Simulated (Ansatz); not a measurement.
Two isomers of C3H8Si2: A = `C=C=C([SiH3])[SiH3]`, B = `C#C[SiH2][SiH2]C`.

Computed with Ansatz on PBE0-D4/def2-TZVP structures; ΔE is electronic, products minus reactants. CCSD(T)/CBS is the MP2 limit (def2-TZVPP, def2-QZVPP) plus CCSD(T) − MP2 in def2-TZVPP, frozen cores. DFT in def2-TZVPP. B3LYP here is the variant with VWN-RPA as its local correlation; programs differ in this. Each species was taken in one conformer, which may not be the lowest.

A:

```xyz
13

C     1.583    1.237    1.466
C     0.754    0.590    0.698
C    -0.074   -0.058   -0.069
Si   -0.658    0.751   -1.646
Si   -0.634   -1.761    0.450
H     2.654    1.139    1.336
H     1.220    1.890    2.252
H    -0.288   -0.096   -2.812
H    -0.040    2.093   -1.781
H    -2.140    0.876   -1.628
H    -0.008   -2.123    1.745
H    -0.254   -2.754   -0.591
H    -2.116   -1.784    0.580
```

B:

```xyz
13

C     1.622   -1.484   -2.050
C     0.528   -1.176   -1.644
Si   -1.088   -0.679   -0.950
Si   -0.724    0.131    1.217
C     0.559    1.497    1.202
H     2.584   -1.760   -2.416
H    -1.667    0.373   -1.828
H    -1.997   -1.855   -0.962
H    -0.271   -1.004    2.070
H    -2.017    0.625    1.770
H     1.495    1.134    0.773
H     0.216    2.344    0.603
H     0.759    1.853    2.215
```

**Question.** Which isomer does CCSD(T)/CBS put lower? Give the gap. (An estimate is asked.)

**Answer.** Ansatz gave: B, by 31.6 kJ/mol.

**Question.** Give E(B) − E(A) in kJ/mol with CCSD(T)/def2-TZVPP, PBE-D4, B2PLYP, B3LYP, HF/def2-TZVPP, B3LYP-D4, CCSD/def2-TZVPP. (Best estimate.)

**Answer.** Computed: CCSD(T)/def2-TZVPP -29.1, PBE-D4 -16.3, B2PLYP -23.8, B3LYP -16.3, HF/def2-TZVPP -20.4, B3LYP-D4 -12.7, CCSD/def2-TZVPP -30.1. None reverses the order clearly.

Largest T1 diagnostic: 0.013.

The D4 term adds +3.6 kJ/mol with B3LYP and +1.8 kJ/mol with PBE0; it sums over pairs of atoms, weighted by their polarisabilities, and B3LYP, whose exchange is more repulsive, gets the larger term. In def2-TZVPP, CCSD(T) changes the Hartree–Fock value by −8.7 kJ/mol (the triples alone add +1.0 kJ/mol) and MP2 by −11.6 kJ/mol.
